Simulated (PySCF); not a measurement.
Several molecules and their computed UV-vis stick spectra, shuffled. Computed with TDDFT B3LYP/def2-SVPD, vertical, gas phase, core orbitals frozen in the response (PySCF 2.14.0, density-fitted response routines). Geometries: PBE0-D3(BJ)/def2-SVP; one conformer of each isolated species. Triplets are in the Tamm–Dancoff approximation. Relativistic effects are left out although some hold elements past zinc.

A. `NBO[SiH3]`
B. `C[Si](C)(C)[GeH2][CH3]`
C. `C=C[CH2][Ge]([Cl])([Cl])[Cl]`
D. `O=S(=O)(Cl)c1ccccc1`

Lowest singlet levels (six at most, fewer where fewer were computed) with oscillator strengths:

1. 198 nm (f 0.041); 189 nm (f 0.038); 179 nm (f 0.044); 173 nm (f 0.074); 166 nm (f 0.061); 164 nm (f 0.074); T1 5.92 eV
2. 185 nm (f 0.024); 171 nm (f 0.018); 169 nm (f 0.012); 160 nm (f 0.102); 159 nm (f 0.000); 158 nm (f 0.034); T1 6.51 eV
3. 258 nm (f 0.014); 255 nm (f 0.085); 242 nm (f 0.002); 220 nm (f 0.000); 213 nm (f 0.005); 212 nm (f 0.002)
4. 241 nm (f 0.121); 207 nm (f 0.001); 198 nm (f 0.024); 197 nm (f 0.031); 194 nm (f 0.125); 189 nm (f 0.081); T1 4.04 eV

Question: Match each spectrum to its molecule.

Answer: 1 = B, 2 = A, 3 = D, 4 = C.
- A: S1 at 6.71 eV, HOMO→LUMO (98%); Löwdin shares by element: HOMO nitrogen 54%, oxygen 18%, boron 10%, hydrogen 5% or more; LUMO boron 28%, silicon 27%, hydrogen 16% or more (atoms not listed hold the other 30%); HOMO -7.84 and LUMO -0.12 eV.
- B: S1 at 6.27 eV, HOMO→LUMO (99%); Löwdin shares by element: HOMO germanium 31%, silicon 25%, carbon 14% or more (atoms not listed hold the other 30%); LUMO germanium 22%, carbon 19% or more, silicon 7% (atoms not listed hold the other 52%); HOMO -7.04 and LUMO 0.04 eV.
- C: S1 at 5.14 eV, HOMO→LUMO (96%); Löwdin shares by element: HOMO carbon 75%, germanium 5% (atoms not listed hold the other 20%); LUMO chlorine 56%, germanium 20% (atoms not listed hold the other 24%); HOMO -7.63 and LUMO -1.88 eV.
- D: S1 at 4.80 eV, HOMO→LUMO (90%), HOMO-1→LUMO+2 (9%); Löwdin shares by element: HOMO carbon 81% or more (atoms not listed hold the other 19%); LUMO chlorine 27%, sulfur 19%, carbon 18% or more (atoms not listed hold the other 36%); HOMO -8.14 and LUMO -2.59 eV; point group Cs, 1 of its 6 listed states under f = 0.0005.
